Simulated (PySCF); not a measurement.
**Working out the excitation energy of F⁺**

F⁺ [He] 2s2 2p4 (3P) → F⁺ [He] 2s1 2p5 (3P). Computed with PySCF 2.14 in aug-cc-pVDZ-DK (4s3p2d, 23 functions), with scalar relativity by spin-free X2C-1e. Frozen: 1s2. Energies in hartree (1 hartree = 27.21139 eV):

| part | F⁺ (lower) | F⁺ (upper) |
| --- | --- | --- |
| UHF | -98.888754 | -98.082260 |
| CCSD correlation | -0.118263 | -0.164523 |
| (T) | -0.001222 | -0.003223 |

Q: What does Hartree-Fock give?

A: (-98.082260) − (-98.888754) = 0.806494 hartree = 21.946 eV.

Q: What do CCSD and CCSD(T) give?

A: The CCSD correlation energies differ by -0.046260 hartree = -1.259 eV and the triples by -0.002001 hartree = -0.054 eV, so CCSD gives 20.687 eV and CCSD(T) 20.633 eV.

Measured between the centres of the two terms (NIST): 20.431 eV, so CCSD(T) (valence) is off by 0.202 eV.

A double-zeta basis recovers only part of the correlation energy.

What remains against the reference includes basis incompleteness, the frozen core and higher excitations.
